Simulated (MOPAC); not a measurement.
MOPAC input (MNDO):

```
MNDO 1SCF GEO-OK AUX(PRECISION=9) THREADS=1
C4H10OSi

C     2.30711800 1   -0.42583700 1    0.21885300 1
Si    1.11193300 1    0.39909600 1   -0.95499700 1
C    -0.41974500 1    1.03025900 1   -0.02176400 1
C    -1.17981400 1   -0.11148800 1    0.59317300 1
C    -2.33116600 1   -0.67149700 1   -0.21149600 1
O    -0.86475300 1   -0.58060700 1    1.66607400 1
H     3.15456500 1   -0.85353700 1   -0.31999700 1
H     2.69229800 1    0.29216200 1    0.94528300 1
H     1.80839700 1   -1.22277900 1    0.77240800 1
H     1.73716900 1    1.56140100 1   -1.63298100 1
H     0.65990600 1   -0.55396400 1   -2.00069300 1
H    -1.03743900 1    1.59967700 1   -0.71905900 1
H    -0.06282900 1    1.69124700 1    0.77027200 1
H    -3.13678400 1    0.06648100 1   -0.25479900 1
H    -2.70066200 1   -1.58454300 1    0.24915600 1
H    -2.02201400 1   -0.86724900 1   -1.24082400 1
```

From the output:

```
                                                       MOPAC v23.2.5 Linux

          FINAL HEAT OF FORMATION =        -56.75427 KCAL/MOL =    -237.45988 KJ/MOL

          COSMO AREA              =        151.45 SQUARE ANGSTROMS
          COSMO VOLUME            =        150.04 CUBIC ANGSTROMS

          IONIZATION POTENTIAL    =         10.542752 EV
          HOMO LUMO ENERGIES (EV) =        -10.543  0.734
          NO. OF FILLED LEVELS    =         18
          MOLECULAR WEIGHT        =        102.2079         POINT GROUP:  C1

          MOLECULAR DIMENSIONS (Angstroms)

            Atom       Atom       Distance
            H    14    H     7     6.35860
            H    10    H    15     4.18230
            H    13    H    11     3.41036

          SCF CALCULATIONS        =          1

   ATOM   CHEMICAL          X               Y               Z
  NUMBER   SYMBOL      (ANGSTROMS)     (ANGSTROMS)     (ANGSTROMS)

     1       C          2.30711800  *  -0.42583700  *   0.21885300  *
     2      Si          1.11193300  *   0.39909600  *  -0.95499700  *
     3       C         -0.41974500  *   1.03025900  *  -0.02176400  *
     4       C         -1.17981400  *  -0.11148800  *   0.59317300  *
     5       C         -2.33116600  *  -0.67149700  *  -0.21149600  *
     6       O         -0.86475300  *  -0.58060700  *   1.66607400  *
     7       H          3.15456500  *  -0.85353700  *  -0.31999700  *
     8       H          2.69229800  *   0.29216200  *   0.94528300  *
     9       H          1.80839700  *  -1.22277900  *   0.77240800  *
    10       H          1.73716900  *   1.56140100  *  -1.63298100  *
    11       H          0.65990600  *  -0.55396400  *  -2.00069300  *
    12       H         -1.03743900  *   1.59967700  *  -0.71905900  *
    13       H         -0.06282900  *   1.69124700  *   0.77027200  *
    14       H         -3.13678400  *   0.06648100  *  -0.25479900  *
    15       H         -2.70066200  *  -1.58454300  *   0.24915600  *
    16       H         -2.02201400  *  -0.86724900  *  -1.24082400  *

                             CARTESIAN COORDINATES

   1    C        2.307118000    -0.425837000     0.218853000
   2   Si        1.111933000     0.399096000    -0.954997000
   3    C       -0.419745000     1.030259000    -0.021764000
   4    C       -1.179814000    -0.111488000     0.593173000
   5    C       -2.331166000    -0.671497000    -0.211496000
   6    O       -0.864753000    -0.580607000     1.666074000
   7    H        3.154565000    -0.853537000    -0.319997000
   8    H        2.692298000     0.292162000     0.945283000
   9    H        1.808397000    -1.222779000     0.772408000
  10    H        1.737169000     1.561401000    -1.632981000
  11    H        0.659906000    -0.553964000    -2.000693000
  12    H       -1.037439000     1.599677000    -0.719059000
  13    H       -0.062829000     1.691247000     0.770272000
  14    H       -3.136784000     0.066481000    -0.254799000
  15    H       -2.700662000    -1.584543000     0.249156000
  16    H       -2.022014000    -0.867249000    -1.240824000

           Empirical Formula: C4 H10 O Si  =    16 atoms

      MOLECULAR POINT GROUP   :   C1

                  EIGENVALUES
 -44.01514 -34.44222 -31.71930 -29.42650 -20.37940 -17.50769 -16.21814 -16.21138
 -15.24120 -14.27509 -14.16197 -14.10292 -13.85032 -13.39659 -11.79776 -11.51779
 -11.44860 -10.54275   0.73448   1.68102   1.83392   2.07404   2.68708   3.62039
   3.70520   3.93959   4.05509   4.20005   4.23047   4.25379   5.28742   5.63700
   5.98569   7.46418

              NET ATOMIC CHARGES AND DIPOLE CONTRIBUTIONS

  ATOM NO.   TYPE          CHARGE      No. of ELECS.   s-Pop       p-Pop
    1          C          -0.320582        4.3206     1.26129     3.05929
    2         Si           1.315915        2.6841     1.03352     1.65057
    3          C          -0.403505        4.4035     1.26226     3.14125
    4          C           0.220835        3.7792     1.23376     2.54540
    5          C          -0.009460        4.0095     1.21391     2.79555
    6          O          -0.299377        6.2994     1.88135     4.41802
    7          H           0.006109        0.9939     0.99389
    8          H           0.007876        0.9921     0.99212
    9          H           0.015302        0.9847     0.98470
   10          H          -0.325805        1.3258     1.32580
   11          H          -0.330475        1.3305     1.33048
   12          H           0.032363        0.9676     0.96764
   13          H           0.040096        0.9599     0.95990
   14          H           0.016009        0.9840     0.98399
   15          H           0.022785        0.9772     0.97721
   16          H           0.011914        0.9881     0.98809
 DIPOLE           X         Y         Z       TOTAL
 POINT-CHG.     0.123     0.617    -2.300     2.385
 HYBRID        -0.286     0.261     0.235     0.453
 SUM           -0.163     0.878    -2.065     2.250

          ATOMIC ORBITAL ELECTRON POPULATIONS

     Atom    s        px        py        pz
    1  C   1.26129   1.03314   0.99382   1.03233
    2 Si   1.03352   0.55668   0.54059   0.55330
    3  C   1.26226   1.12155   0.99337   1.02632
    4  C   1.23376   0.85075   0.84292   0.85174
    5  C   1.21391   0.92811   0.93941   0.92804
    6  O   1.88135   1.62801   1.56227   1.22774
    7  H   0.99389
    8  H   0.99212
    9  H   0.98470
   10  H   1.32580
   11  H   1.33048
   12  H   0.96764
   13  H   0.95990
   14  H   0.98399
   15  H   0.97721
   16  H   0.98809

 **********************
 *                    *
 * JOB ENDED NORMALLY *
 *                    *
 **********************

 == MOPAC DONE ==
```

The geometry given is a B3LYP-D3(BJ)/def2-TZVP minimum.
